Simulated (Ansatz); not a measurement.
CH5InO (`C[O][InH2]`), charge 0, multiplicity 1.

Problem. Give a relaxed structure at PBE0-D4/def2-TZVP (the Gaussian-basis code of Ansatz). (Estimate.)

Solution. Computed: 
Z-matrix (Å, degrees):
```
C
O 1 1.398
H 1 1.101 2 113.8
H 1 1.098 2 110.4 3 120.7
H 1 1.098 2 110.4 3 -120.7
In 2 1.987 1 123.8 3 0.4
H 6 1.713 2 112.1 1 -0.0
H 6 1.703 2 111.6 1 180.0
```
Point group Cs.
